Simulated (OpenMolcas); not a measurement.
**S: effect of the IPEA shift**

- Program: OpenMolcas
- Basis: ANO-RCC-VTZP [5s4p2d1f]
- Scalar Hamiltonian: DKH2, point nucleus
- Active space: 6 electrons in 4 orbitals (3s 3p)
- State averaging: 2S+1 = 3 even, 3 roots; 2S+1 = 1 even, 6 roots kept (CI in the orbitals of an earlier block); 2S+1 = 3 odd, 3 roots (0 in the spin-orbit step)
- Spin-orbit coupling: RASSI with atomic mean-field integrals over the reference wave functions, term energies averaged over their components

Methods on the same reference wave functions:
A. CASSCF
B. SS-CASPT2, IPEA 0 Eh, imaginary shift 0.1 Eh (closed shells correlated: 2s 2p)
C. SS-CASPT2, IPEA 0.25 Eh, imaginary shift 0.1 Eh (closed shells correlated: 2s 2p)

Energies in cm⁻¹ above 3s² 3p⁴ ³P₂, the measured ground level; measured values from NIST Handbook of Basic Atomic Spectroscopic Data.

```
      Level      A      B      C  Measured
3s² 3p⁴ ³P₂    0.0    0.0    0.0       0.0
3s² 3p⁴ ³P₁    367    368    369       396
3s² 3p⁴ ³P₀    536    538    538       574
3s² 3p⁴ ¹D₂  11804  10090   9660      9239
3s² 3p⁴ ¹S₀  21614  22710  22180     22180
```

Deviations, from unrounded energies. A percentage is the sum of absolute deviations over the sum of measured energies, with the sign that they share, or ± where signs differ.

```json
{"Against measurement": "mean absolute deviation (cm-1)", "Levels": "4", "A": "800", "B": "360", "C": "120"}
{"Against measurement": "fine structure of the ground term (%)", "Levels": "2", "A": "-6.8", "B": "-6.6", "C": "-6.5"}
{"Against measurement": "other terms of the ground configuration (%)", "Levels": "2", "A": "±10.0", "B": "+4.4", "C": "±1.4"}
```

C lies closest to measurement on these levels and A furthest from it. The largest miss of C in the table is 3s² 3p⁴ ¹D₂, by +420 cm-1. The ranking rests on the paired levels alone, and a cruder setting can come out closer through cancelling errors.

Between B and C the level of the table that moves most is 3s² 3p⁴ ¹S₀, by 530 cm-1 (lowest in C, highest in B). Moves below CASPT2's spread within the term are not significant.

From A to B the spin-free energies of the other terms of 3s² 3p⁴ shown, above ³P, scale by factors of 0.85 to 1.05.

The lowest spin-free term lies below A's lowest term by 0.154 hartree in B, 0.144 hartree in C.

CASPT2 does not keep the components of a term degenerate, so their means are used; among the terms shown or strongly mixed into the levels shown the widest spread is 170 cm-1 (3s² 3p⁴ ¹D, C). Terms from blocks run as CI alone lack orbitals of their own. No level of 3s 3p⁵ was computed, though it lies in the active space. Without dynamic correlation excited terms often stand tens of per cent too high (terms of higher spin than the ground term too low), and those without a measured partner can miss by more than the paired ones (holds for A). Computed and measured levels are paired by configuration, term and J; levels that our copy of the source lacks, or whose pairing is in doubt (as where it misses far off the trend of its configuration), stay unpaired and out of the deviations. Only configurations of the active space appear.
